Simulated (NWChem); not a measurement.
C$_{2}$H$_{7}$O cation; SMILES C[OH+]C

```xyz
10

C      0.2700     0.0085    -1.2783
O     -0.5050    -0.0513     0.0000
C      0.2700     0.0085     1.2783
H      0.8213     0.9492    -1.3138
H      0.9268    -0.8590    -1.2547
H     -0.4706    -0.0774    -2.0719
H     -1.2457     0.5908     0.0000
H     -0.4706    -0.0774     2.0719
H      0.9268    -0.8590     1.2547
H      0.8213     0.9492     1.3138
```
Atoms are numbered in this order, from 1.

All runs use the structure optimised with B3LYP/6-31G* (spherical d).

Q: Give the principal values of the shielding tensors (ppm) of C1, O2 from PBE0/pcSseg-1, GIAO (NWChem), with their diamagnetic and paramagnetic parts as GIAO splits them.

A: 
| atom | σ11 | σ22 | σ33 | isotropic | diamagnetic | paramagnetic |
|---|---|---|---|---|---|---|
| C1 | 64.5 | 68.0 | 185.5 | 106.0 | 250.5 | -144.5 |
| O2 | 254.8 | 295.4 | 367.1 | 305.8 | 392.4 | -86.6 |
